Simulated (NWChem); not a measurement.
All runs are NWChem calculations. System: AsF2, charge 0, spin multiplicity 2, at a geometry optimised with UPBE0/def2-SVP. The structure started from a generated list of species. Its SCF solution wasn't tested for a lower state. Level: UMP2/def2-TZVP, 11 core orbitals frozen.

Input file:

```
start mol
memory heap 200 mb stack 900 mb global 1100 mb
geometry units angstroms nocenter noautoz
  F      1.303137     0.000000     0.745315
  As     0.000000     0.000000    -0.406535
  F     -1.303137     0.000000     0.745315
  symmetry group C2v
end
basis spherical
  * library def2-tzvp
end
scf
  uhf
  nopen 1
  maxiter 100
  thresh 1e-7
  semidirect memsize 60000000 filesize 0
  # guess.movecs holds the orbitals of an unrestricted PBE0 run
  vectors input guess.movecs output mol.movecs
end
mp2
  freeze core 11
end
task mp2 energy
```

Part of the output:

```
             Northwest Computational Chemistry Package (NWChem) 7.3.0
             --------------------------------------------------------

                                NWChem Input Module
                                -------------------

 Scaling coordinates for geometry "geometry" by  1.889725989
 (inverse scale =  0.529177249)

 Turning off AUTOSYM since
 SYMMETRY directive was detected!

                             Geometry "geometry" -> ""
                             -------------------------

 Output coordinates in angstroms (scale by  1.889725989 to convert to a.u.)

  No.       Tag          Charge          X              Y              Z
 ---- ---------------- ---------- -------------- -------------- --------------
    1 F                    9.0000     1.30313700     0.00000000     0.74531500
    2 As                  33.0000     0.00000000     0.00000000    -0.40653500
    3 F                    9.0000    -1.30313700     0.00000000     0.74531500

 Effective nuclear repulsion energy (a.u.)     197.1762595311

            Nuclear Dipole moment (a.u.)
            ----------------------------
        X                 Y               Z
 ---------------- ---------------- ----------------
     0.0000000000     0.0000000000     0.0000283459

      Symmetry information
      --------------------

 Group name             C2v
 Group number             16
 Group order               4
 No. of unique centers     2

      Symmetry unique atoms

     1    2


 Summary of "ao basis" -> "" (spherical)
 ------------------------------------------------------------------------------
       Tag                 Description            Shells   Functions and Types
 ---------------- ------------------------------  ------  ---------------------
 *                         def2-tzvp                  on all atoms

 Summary of "ao basis" -> "ao basis" (spherical)
 ------------------------------------------------------------------------------
       Tag                 Description            Shells   Functions and Types
 ---------------- ------------------------------  ------  ---------------------
 F                         def2-tzvp                11       31   5s3p2d1f
 As                        def2-tzvp                16       48   6s5p4d1f

                                 NWChem SCF Module
                                 -----------------

  ao basis        = "ao basis"
  functions       =   110
  atoms           =     3
  alpha electrons =    26
  beta  electrons =    25
  charge          =   0.00
  wavefunction    = UHF
  use symmetry    = T
  symmetry adapt  = T

 Summary of "ao basis" -> "ao basis" (spherical)
 ------------------------------------------------------------------------------
       Tag                 Description            Shells   Functions and Types
 ---------------- ------------------------------  ------  ---------------------
 F                         def2-tzvp                11       31   5s3p2d1f
 As                        def2-tzvp                16       48   6s5p4d1f

      Symmetry analysis of basis
      --------------------------

        a1         42
        a2         15
        b1         32
        b2         21

 Forming initial guess at       0.0s

   Symmetry analysis of molecular orbitals - initial alpha
   -------------------------------------------------------

  Numbering of irreducible representations:

     1 a1          2 a2          3 b1          4 b2

  Orbital symmetries:

     1 a1          2 a1          3 b1          4 b2          5 a1
[...]
    2 As  33    16.54   1.00  1.00  0.59  0.39  0.53  0.43  3.00  2.88  0.19  0.89  0.48  4.48  0.53  0.06  0.06  0.04
    3 F    9     4.73   0.39  0.60  0.30  0.51  0.18  1.13  1.15  0.48  0.00  0.00  0.00

   Mulliken analysis of the beta density
   -------------------------------------

    Atom       Charge   Shell Charges
 -----------   ------   -------------------------------------------------------
    1 F    9     4.71   0.39  0.60  0.30  0.51  0.18  1.10  1.13  0.51  0.00  0.00  0.00
    2 As  33    15.58   1.00  1.00  0.58  0.39  0.51  0.43  3.00  2.87  0.16  0.38  0.11  4.49  0.53  0.04  0.05  0.04
    3 F    9     4.71   0.39  0.60  0.30  0.51  0.18  1.10  1.13  0.51  0.00  0.00  0.00

   Mulliken analysis of the spin density
   -------------------------------------

    Atom       Charge   Shell Charges
 -----------   ------   -------------------------------------------------------
    1 F    9     0.02   0.00 -0.00  0.00  0.00 -0.00  0.03  0.01 -0.03  0.00  0.00 -0.00
    2 As  33     0.96  -0.00  0.00  0.00 -0.00  0.03  0.00  0.00  0.01  0.03  0.51  0.37 -0.01  0.00  0.01  0.02 -0.00
    3 F    9     0.02   0.00 -0.00  0.00  0.00 -0.00  0.03  0.01 -0.03  0.00  0.00 -0.00

       Multipole analysis of the density wrt the origin
       ------------------------------------------------

     L   x y z        total         alpha         beta         nuclear
     -   - - -        -----         -----         ----         -------
     0   0 0 0     -0.000000    -26.000000    -25.000000     51.000000

     1   1 0 0     -0.000000     -0.000000     -0.000000      0.000000
     1   0 1 0      0.000000      0.000000      0.000000      0.000000
     1   0 0 1     -1.027498     -0.174746     -0.852780      0.000028

     2   2 0 0    -22.514470    -66.553801    -65.117352    109.156683
     2   1 1 0      0.000000     -0.000000      0.000000      0.000000
     2   1 0 1      0.000000      0.000000     -0.000000      0.000000
     2   0 2 0    -19.608727    -12.004376     -7.604351      0.000000
     2   0 1 1      0.000000      0.000000     -0.000000      0.000000
     2   0 0 2    -20.598610    -38.699817    -37.081855     55.183062

                   NWChem MP2 Semi-direct Energy/Gradient Module
                   ---------------------------------------------

  Basis functions       =    110
  Molecular orbitals    =    110
  Frozen core           =     11
  Frozen virtuals       =      0
  Active alpha occupied =     15
  Active beta occupied  =     14
  Active alpha virtual  =     84
  Active beta virtual   =     85
  Use MO symmetry       = T
  Use skeleton AO sym   = T

  AO/Fock/Back tols     =   1.0D-09  1.0D-09  1.0D-09

 GA uses MA = F    GA memory limited = T

 Available:
  local mem=  1.26D+08
 global mem=  1.44D+08
 local disk=  0.00D+00
  mp2_memr nvloc                    84
  nvloc new                    84
   1 passes of  15:        5242880                      87658                  25330636.
   1 passes of  15: M    126149544           G      144155000           F     120906664.

 Semi-direct pass number   1 of   1  for UHF alpha       at        1.7s
  vrange nnbf                  5908
  mp2_eaftype                    96  avail_ma_in_mb                  1099
 EAF : mp2_eaftype filesize          96   12665318.
  mp2_eaf for mointskh                     96
Node 0 wrote     59.6 Mb in      0.0 s     Agg I/O rate:  6527.8 Mb/s
 Done moints_semi at        4.6s
  mp2_eaftype                    96  avail_ma_in_mb                  1003
 EAF : mp2_eaftype filesize          96   12665318.
  mp2_eaf for kh                    96
 Done maket at        4.7s
 Done multipass loop at        4.7s

 GA uses MA = F    GA memory limited = T

 Available:
  local mem=  1.26D+08
 global mem=  1.44D+08
 local disk=  0.00D+00
  mp2_memr nvloc                    85
  nvloc new                    85
   1 passes of  14:        5242880                      84160                  23924532.
   1 passes of  14: M    126149544           G      144155000           F     120906664.

 Semi-direct pass number   1 of   1  for UHF beta        at        4.8s
  vrange nnbf                  5908
  mp2_eaftype                    91  avail_ma_in_mb                  1099
 EAF : mp2_eaftype filesize          91   11962266.
  mp2_eaf for mointskh                     91
Node 0 wrote     56.2 Mb in      0.0 s     Agg I/O rate:  7503.5 Mb/s
 Done moints_semi at        7.6s
  mp2_eaftype                    91  avail_ma_in_mb                  1008
 EAF : mp2_eaftype filesize          91   11962266.
  mp2_eaf for kh                    91
 Done maket at        7.7s
 Done multipass loop at        7.7s

          -------------------------------------------
          SCF energy               -2433.199875166741
          Correlation energy          -0.736901376080
          Singlet pairs                0.000000000000
          Triplet pairs                0.000000000000
          Total MP2 energy         -2433.936776542821
          -------------------------------------------

          ---------------------------------------------------
                    Spin Component Scaled (SCS) MP2
          Same spin pairs                     -0.206761646499
          Same spin scaling factor             0.333333333333
          Opposite spin pairs                 -0.530139729581
          Opposite spin scaling fact.          1.200000000000
          SCS-MP2 correlation energy          -0.705088224330
          Total SCS-MP2 energy             -2433.904963391070
          ---------------------------------------------------

 -----------------------
 Performance information
 -----------------------

 Timer overhead =  1.19D-07 seconds/call

               Nr. of calls         CPU time (s)                 Wall time (s)                GFlops
             ---------------    -------------------     ------------------------------   -------------------
Name         Min   Avg   Max    Min     Avg     Max     Min     Avg     Max   Mx/calls   Min     Max     Sum
mp2: moin     2     2     2    5.8     5.8     5.8      5.8     5.8     5.8     2.9      0.0     0.0     0.0
mp2: make     2     2     2   0.25    0.25    0.25     0.25    0.25    0.25    0.13      0.0     0.0     0.0
mp2: tota     1     1     1    6.1     6.1     6.1      6.1     6.1     6.1     6.1      0.0     0.0     0.0

 The average no. of pstat calls per process was 5.00D+00
 with a timing overhead of 5.95D-07s

 Task  times  cpu:        7.7s     wall:        7.7s

 Total times  cpu:        7.7s     wall:        7.7s
```
